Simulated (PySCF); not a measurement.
Run record: geometry optimisation, `NC1=CC=CBN1`.

Method: BHandHLYP/def2-SVP geometry optimisation, gas phase (PySCF 2.14.0). Start geometry: GFN2-xTB. The input is one job of a driver script: a line of settings, then coordinates in Å.

Input:
```
{"job": {"xc": "BHandHLYP", "basis": "def2-SVP", "grid": 1, "kind": "geom"}, "charge": 0, "multiplicity": 1}
N      2.268744     0.014582     0.260090
C      0.892988    -0.019508     0.088214
C      0.205944    -1.193000    -0.091641
C     -1.196800    -1.189581    -0.188574
C     -1.918280    -0.031110    -0.114643
B     -1.189662     1.273253     0.087060
N      0.224298     1.154301     0.172840
H      2.731384     0.871645    -0.003914
H      2.756797    -0.814946    -0.037323
H      0.753938    -2.120639    -0.155420
H     -1.683934    -2.147539    -0.331323
H     -2.994672    -0.106424    -0.203522
H     -1.661182     2.343142     0.171033
H      0.809759     1.965352     0.324957
```

Output:
```
step   0  E = -290.65092044  max force = 0.014478
step   1  E = -290.65158077  max force = 0.004065
step   2  E = -290.65180824  max force = 0.003483
step   3  E = -290.65201809  max force = 0.002399
step   4  E = -290.65207754  max force = 0.001508
step   5  E = -290.65209245  max force = 0.002832
step   6  E = -290.65212816  max force = 0.000786
step   7  E = -290.65213760  max force = 0.000928
step   8  E = -290.65214307  max force = 0.000533
step   9  E = -290.65214828  max force = 0.000203
optimisation converged
```

Energies in Eh; «max force» is the largest Cartesian gradient component in Eh/bohr.

How much energy does the optimisation release, in eV?

E(step 0) − E(last step) = 0.001228 Eh, which is 0.033 eV.

Give the first gradient maximum in eV/Å.

With 1 Eh/bohr = 51.422 eV/Å, 0.744 eV/Å.

In short: final energy -290.65215 Eh after 9 steps; dipole 3.89 D.

Where do the atoms end?

0.046 Å rms from the input after alignment:
```
atom  x, y, z in Å
N1     2.2894    0.0808    0.0456
C2     0.9133   -0.0066    0.0189
C3     0.2270   -1.1875    0.1497
C4    -1.1867   -1.1910    0.1766
C5    -1.9388   -0.0517    0.0604
B6    -1.2067    1.2541   -0.0888
N7     0.2255    1.1561   -0.0930
H8     2.6986    0.7826   -0.5489
H9     2.7700   -0.7987   -0.0221
H10    0.7816   -2.1147    0.2270
H11   -1.6699   -2.1601    0.2872
H12   -3.0202   -0.1400    0.0858
H13   -1.6792    2.3516   -0.1934
H14    0.7850    1.9913   -0.1317
```

How long does this job take on Arm Neoverse V1, one thread, no GPU, shared host with 64 logical CPUs at a one-minute load of 15? And the peak memory of the process?

About 46 s, with 0.58 GiB resident at the peak, the Python interpreter and its libraries included.
Labels such as C1 count atoms from 1, the log's own numbers from 0.
